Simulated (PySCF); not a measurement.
Species: 2,5-difluoropyridine, C₅H₃F₂N.
Atom-mapped SMILES: `[F:1][c:2]1[cH:3][cH:4][c:5]([F:6])[n:7][cH:8]1` (hydrogens: H9 on C3; H10 on C4; H11 on C8)

Cartesian coordinates in Å at the PBE0-D3(BJ)/def2-TZVP level; atoms count from 1:
```
atom  x, y, z in Å
F1    -2.1479   -0.1409    1.4353
C2    -1.0591   -0.1378    0.6632
C3    -0.1703    0.9202    0.7282
C4     0.9415    0.8788   -0.0898
C5     1.0781   -0.2283   -0.9149
F6     2.1397   -0.2903   -1.7150
N7     0.2453   -1.2285   -0.9821
C8    -0.8276   -1.1919   -0.1961
H9    -0.3548    1.7475    1.4021
H10    1.6814    1.6678   -0.0987
H11   -1.5236   -2.0226   -0.2490
```

All values: wB97X-D/pcSseg-2 (PySCF, non-relativistic), on one gas-phase PBE0-D3(BJ)/def2-TZVP geometry that isn't relaxed in the solvent. The solvent is an IEF-PCM continuum (van der Waals radii × 1.2). Only the electrostatic response of the medium enters.

Gas phase at wB97X-D/pcSseg-2: HOMO -9.41 eV, LUMO 0.29 eV, dipole 2.41 D.

What does the continuum do to the energy, the frontier levels and the dipole at wB97X-D/pcSseg-2 in chloroform?

```
   solvent      ε  E(solvent) − E(gas) (kJ/mol)  polarisation term (kJ/mol)  distortion of the solute (kJ/mol)  HOMO (eV)  LUMO (eV)  dipole (D)
chloroform  4.711                        -14.89                      -16.96                               2.07      -9.30       0.45        3.04
```

The first energy column is the sum of the next two and covers electrostatics alone.

Which radius a makes the point-dipole formula ΔE = −[(ε − 1)/(2ε + 1)]·μ²/a³ give the value in chloroform, with the gas-phase dipole?

μ = 0.948 au and |ΔE| = 0.00567 Eh give a = 2.03 Å; the farthest nucleus lies 2.76 Å from the centroid of the nuclei, so such a sphere wouldn't even hold the nuclei. The formula assumes a rigid point dipole at the centre of a sphere.

Give the dipole vector in the frame of the coordinates (D, pointing from negative to positive charge), gas and chloroform.

Gas (-0.36, 1.86, 1.48), solvent (-0.46, 2.35, 1.87). Its length changes by +26 % and its direction by less than 1°.

Time: 67 s wall; peak memory 1.5 GiB. Hardware: one thread of an Arm Neoverse V1 (shared host). This is the whole shielding run at wB97X-D/pcSseg-2 in chloroform, SCF included.

The pairwise dispersion term of wB97X-D wasn't added to the energies; at a given geometry it leaves orbitals and properties as they are.
